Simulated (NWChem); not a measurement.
**Ionisation of F4Se**

```
Se
F 1 1.7238
F 1 1.7238 2 99.95
F 1 1.7919 2 86.86 3 86.26
F 1 1.7919 2 86.86 4 -172.52
```
Charge 0, spin multiplicity 1.

Everything below was run with NWChem. Structure: optimised with B3LYP/def2-SVP, a minimum by its harmonic frequencies.

Basis set: def2-TZVP. The species with one electron less has spin multiplicity 2 and keeps the geometry of the parent. Δ marks differences of total energies (open shells unrestricted). −ε marks an orbital energy of the parent. That orbital need not have the symmetry of the hole or added electron in the Δ rows.

The Hamiltonian is non-relativistic. B3LYP has NWChem's definition, with VWN1-RPA local correlation. The structure started from a generated list of species. The stability of the SCF solutions was not checked.

Problem. For the first vertical ionisation energy, −ε(HOMO) of B3LYP gives 10.15 eV and −ε(HOMO) of LDA (SVWN5) gives 9.01 eV. What do −ε(HOMO) of HF, −ε(HOMO) of PBE, ΔB3LYP give?

Solution. −ε(HOMO) of HF: 14.22 eV; −ε(HOMO) of PBE: 8.71 eV; ΔB3LYP: 12.93 eV.
